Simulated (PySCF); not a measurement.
The multiplicity is imposed and other spin states were not computed.

Cartesian coordinates (Å):
```xyz
5

Zr    -0.0314     0.0035     0.0119
F      1.3555     1.2691     0.3182
F      0.4921    -1.6754     0.7384
F     -0.2810    -0.1912    -1.8641
Cl    -2.0319     0.7414     1.0293
```
Charge 0, spin multiplicity 1.

**Question.** Give the HOMO–LUMO gap, HOMO and LUMO at the level PBE-D3(BJ)/def2-TZVP // TPSS-D3(BJ)/def2-SVP run with PySCF.

**Answer.** 
```
Item             Result
-------------  --------
HOMO–LUMO gap   5.75 eV
HOMO           -8.53 eV
LUMO           -2.78 eV
```
